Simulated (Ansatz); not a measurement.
Geometry optimisation, Ansatz 0.2.0, RKS B3LYP/6-31G*.

The input (input.yaml):

```yaml
crystal:
  periodic: [false, false, false]
  atoms:
    - { symbol: Al, position_ang: [-0.052512, 0.503101, -0.520825] }
    - { symbol: "N", position_ang: [-0.02524, 0.120221, 2.54943] }
    - { symbol: H, position_ang: [-0.809985, -0.288143, 3.051684] }
    - { symbol: H, position_ang: [0.820981, -0.055433, 3.085954] }
    - { symbol: H, position_ang: [1.347583, -0.01521, -0.993876] }
    - { symbol: F, position_ang: [-1.443822, -0.275857, -0.949325] }
    - { symbol: Cl, position_ang: [-0.266201, 2.524259, 0.324138] }
    - { symbol: H, position_ang: [-0.169804, 1.146563, 2.501819] }
basis:
  gaussian: { orbitals: "6-31G*" }
hamiltonian:
  xc: b3lyp
relax:
  f_tol: 0.03
  max_steps: 50
```

Run as:

```bash
$ ansatz run input.yaml --threads 1 --pin off --max-ram 2048MiB --backend cpu --events-out ev --progress --plain --runs-dir out
```

Task: Where does it end, and by what steps?

Result: It converged. After 8 steps the energy has fallen by 1.098 eV; H3 moved furthest, 0.70 Å. Joined: Al1–N2 (3.09 → 2.06 Å).

```tsv
step	energy less start (eV)	largest force component (eV/Å)	accepted
0	0.0000	1.102	yes
1	-0.2619	0.678	yes
2	-0.5519	0.626	yes
3	-0.8434	0.970	yes
4	-1.0047	0.642	yes
5	-1.0715	0.696	yes
6	-1.0954	0.124	yes
7	-1.0978	0.057	yes
8	-1.0983	0.015	yes
```

```xyz
8
Properties=species:S:1:pos:R:3
Al -0.040 0.543 0.088
N -0.044 0.238 2.122
H -0.789 -0.419 2.362
H 0.838 -0.142 2.468
H 1.340 -0.054 -0.404
F -1.431 -0.310 -0.273
Cl -0.247 2.686 0.078
H -0.226 1.117 2.608
```

The run took 35 s on 1 thread of Arm Neoverse V1 (shared host), peak memory 0.17 GiB.
